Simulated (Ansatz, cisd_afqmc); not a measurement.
Species: H4GeNO, charge 0, doublet. H4GeNO (SMILES [NH2][GeH2][O], doublet).
B3LYP-D3(BJ)/def2-TZVP minimum from Ansatz (a first-principles code):
```xyz
7

Ge    -0.1050     0.0082     0.3023
N      1.5542     0.0074    -0.4648
O     -1.3734    -0.1049    -0.9727
H     -0.1761    -1.2100     1.2348
H     -0.5383     1.3369     0.9619
H      1.8917     0.8654    -0.8739
H      2.2890    -0.4656     0.0393
```
Charge 0, spin multiplicity 2.

Atomisation energy term by term, kcal/mol (programs: Ansatz, cisd_afqmc). Open shells are spin-unrestricted; no spin-orbit coupling. Correlated methods leave the cores frozen (noble-gas shells, and filled d and f shells in the p block). No relativity. The Monte Carlo rows (phaseless AFQMC, CISD trial, step 0.005/hartree) carry one-sigma bars that omit the constraint's bias. Outlying blocks are dropped, and bars are widened where a walk drifts. Over all cases where full CI ran beside it in this data, AFQMC minus full CI had a median of +0.1 mEh and passed +0.4 mEh in a tenth of the cases. CBS(X,Y): correlation extrapolated as X^-3, Hartree-Fock from the larger set. A bracket is a step between two methods taken in the basis named. For partners of very few electrons the exact lower level stands in for a higher one.

```
term                               basis  kcal/mol
------------------  --------------------  --------
Hartree-Fock                     cc-pVQZ    320.68
CCSD correlation    CBS(cc-pVTZ,cc-pVQZ)    153.81
(T)                 CBS(cc-pVTZ,cc-pVQZ)      8.75
CCSDT(Q) - CCSD(T)               cc-pVDZ      0.90
sum: De                                      484.1
```

The step beyond CCSD(T) by other levels: AFQMC/CISD in cc-pVDZ 0.62 ± 0.27 kcal/mol.
